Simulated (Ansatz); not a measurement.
Cost and result up the ladder for ReO₃F (5 atoms). Charge 0, multiplicity 1. Geometry: PBE0-D4/def2-SVP.

```xyz
5

Re    0.007   -0.008   -0.005
O     1.623    0.369    0.308
O    -0.293   -1.568    0.566
O    -0.221   -0.005   -1.679
F    -1.117    1.213    0.809
```

Ansatz on 4 threads of Arm Neoverse V2 on a shared host. Times are rough, and most runs start from the orbitals of an earlier one. ωB97M-V/def2-TZVP serves as the yardstick here, not as an exact answer. Differences are given only for rows in sets of like size (and for xTB, whose basis is part of the method), since another set adds its own error. Binding counts from free atoms at the same level (Re sextet, O triplet, F doublet; other spins of the atoms weren't run), without zero-point energy or a counterpoise term.

In the def2 sets Re takes a core potential; there is no spin–orbit coupling. B3LYP takes the VWN-RPA correlation. Correlated methods freeze 4 core orbitals; core or outer-core shells of Re are correlated, in sets that lack core-valence functions.

Second-order perturbation terms are unreliable where d shells bring near-degenerate states, and here MP2/def2-TZVP lies more than 0.4 eV from the median of the functionals without such a term.

Correlated methods converge slowly with the basis.

```tsv
level	functions	wall time	binding energy per atom (eV)	difference from ωB97M-V/def2-TZVP (eV)	remarks
PBE0-D4/def2-SVP	88	0.7 s	4.60	–	–
PBE-D4/def2-TZVP	164	0.95 s	5.30	0.72	–
revPBE-D4/def2-TZVP	164	0.95 s	5.08	0.50	–
B3LYP-D4/def2-TZVP	164	1.2 s	4.73	0.15	–
PBE0-D4/def2-TZVP	164	1.2 s	4.67	0.09	–
MP2/def2-TZVP	164	1.3 s	5.28	0.70	test for broken spin undecided
CAM-B3LYP-D4/def2-TZVP	164	1.4 s	4.69	0.11	–
r2SCAN-D4/def2-TZVP	164	2 s	4.94	0.36	–
r2SCANh-D4/def2-TZVP	164	2.3 s	4.71	0.13	–
r2SCAN0-D4/def2-TZVP	164	2.3 s	4.38	-0.20	–
RPA@PBE/def2-TZVP	164	2.6 s	4.43	-0.15	–
ωB97M-V/def2-TZVP	164	4.5 s	4.58	0.00	–
B2PLYP/def2-TZVP (with forces)	164	6 s	4.86	0.28	test for broken spin undecided
CCSD(T)/def2-TZVPP	180	69 s	4.65	0.07	test for broken spin undecided
```
